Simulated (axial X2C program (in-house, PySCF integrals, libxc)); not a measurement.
**Which molecule has these constants?**

Computed with an in-house relativistic program for diatomic molecules, spin-free (one-electron X2C) or two-component (2c: spin–orbit coupling with atomic mean-field Coulomb and Gaunt terms, which also bring small scalar terms), in Dyall basis sets with cores contracted in-house; open shells are unrestricted.

A two-component PBE0 calculation in a Dyall 3-zeta basis gave Re = 1.739 Å, ωe = 705.0 cm⁻¹, De = 2.51 eV, Ω = 2.

**Question.** Which molecule is it?
A. NO⁻
B. CO⁻
C. LiO⁻
D. BO⁻
E. BeO⁻

**Answer.** C. The others have NO⁻ 1.246 Å and 1449.3 cm⁻¹ (Ω = 1); BO⁻ 1.232 Å and 1752.2 cm⁻¹ (Ω = 0); CO⁻ 1.144 Å and 1897.1 cm⁻¹ (Ω = 1/2); BeO⁻ 1.359 Å and 1419.9 cm⁻¹ (Ω = 1/2).

Each entry is the lowest single determinant of a limited PBE0 search at one distance. De goes to single-determinant-based atoms at the same level (for ions the charge split of lowest energy) and is withheld (n/a) where an atom does not fit its ground term or J level. Main or longest-lived isotopes. One determinant is a doubtful description, or other states lie close, for LiO⁻, NO⁻, CO⁻; these need not be ground states, and all values refer to the states named. Some open-shell Ω = 0 determinants are out of reach, so the Ω given for LiO⁻, NO⁻ need not be the lowest component. With several unpaired electrons the Ω given is that of one determinant, not necessarily of the lowest component. Some light 2c atoms are not at their ground J level, so De misses part of their lowering (0.04 eV or less). The functionals have no current term, which raises determinants with orbital currents.
